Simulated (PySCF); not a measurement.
2-chlorosilylethanol (C₂H₇ClOSi), SMILES Cl[SiH2]CCO. Geometry optimised at PBE-D3(BJ)/def2-SVP. The values are those of a single conformer.

Question: Give the equilibrium geometry at PBE-D3(BJ)/def2-SVP (PySCF confirms it by a frequency run) as bond lengths and angles. (The exact figures need the calculation; the answer reports its results.)

Answer: Several could match; the one computed here: 
Atoms: O1 C2 C3 Si4 Cl5 H6 H7 H8 H9 H10 H11 H12. Bonded distances (Å): O1–C2 1.427, O1–H6 0.976, C2–C3 1.531, C2–H7 1.110, C2–H8 1.116, C3–Si4 1.898, C3–H9 1.111, C3–H10 1.113, Si4–Cl5 2.097, Si4–H11 1.500, Si4–H12 1.499. Bond angles (°): C2–O1–H6 107.4, O1–C2–C3 111.5, O1–C2–H7 105.3, O1–C2–H8 111.7, C3–C2–H7 109.8, C3–C2–H8 111.6, H7–C2–H8 106.7, C2–C3–Si4 109.3, C2–C3–H9 111.9, C2–C3–H10 111.6, Si4–C3–H9 109.4, Si4–C3–H10 108.3, H9–C3–H10 106.3, C3–Si4–Cl5 107.8, C3–Si4–H11 110.9, C3–Si4–H12 112.8, Cl5–Si4–H11 107.8, Cl5–Si4–H12 106.3, H11–Si4–H12 110.9.
